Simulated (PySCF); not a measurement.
Compound: BH6PSSi.
SMILES: `[SiH3]SBP`

Vertical excitations from PySCF (density fitting, frozen core in the response, grid level 2 and gas phase unless stated; continuum runs use non-equilibrium linear response for the excitations) on a GFN2-xTB geometry. Reference run:

```tsv
settings	S1, eV (f)	S2, eV (f)	S3, eV (f)	S4, eV (f)	S5, eV (f)	S6, eV (f)	T1, eV (Tamm–Dancoff)	mean α (au)
PBE0/def2-SVPD, full TDDFT, 8 singlets	4.75 (0.065)	5.67 (0.080)	5.85 (0.064)	6.28 (0.038)	6.46 (0.029)	6.54 (0.009)	3.88	89.7
```

Q: What do these settings give: PBE0/def2-SVPD, start guess huckel, TDA, 6 singlets?

A: 
```tsv
settings	S1, eV (f)	S2, eV (f)	S3, eV (f)	S4, eV (f)	S5, eV (f)	S6, eV (f)	T1, eV (Tamm–Dancoff)	mean α (au)
PBE0/def2-SVPD, start guess huckel, TDA, 6 singlets	4.84 (0.078)	5.73 (0.075)	5.88 (0.101)	6.39 (0.054)	6.46 (0.034)	6.58 (0.005)	3.88	89.7
```

S1 moves by +0.09 eV. States are counted by energy in each run and needn't keep their character from row to row.

Q: Give the leading configurations of S1 (H = HOMO, L = LUMO) and the HOMO–LUMO gap of each run.

A: 
```csv
settings,S1 configurations (weight),S1 (eV),orbital gap (eV),S1 − gap (eV)
"PBE0/def2-SVPD, full TDDFT, 8 singlets",H→L 0.90,4.75,5.87,-1.12
"PBE0/def2-SVPD, start guess huckel, TDA, 6 singlets",H→L 0.86,4.84,5.87,-1.03
```

The values belong to the conformer `[SiH3:1][S:2][BH:3][PH2:4]`: Si1–S2–B3–P4 -1°, H–P4–B3–S2 54°, H–P4–B3–S2 150°.
